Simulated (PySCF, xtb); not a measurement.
C₂H₄OSi, SMILES [SiH2](C#C)O.

GFN2-xTB (xtb) at its own geometry gives an orbital gap of 5.57 eV and a dipole moment of 1.31 D.

Coordinates come from a PBE-D3(BJ)/def2-SVP optimisation. Other conformers were not sampled.

What does r2SCAN/def2-TZVPD (PySCF) give? (An estimate is asked for; the answer gives what the named calculation found.)

gap 5.87 eV (levels -7.30 and -1.43 eV), dipole 1.65 D.
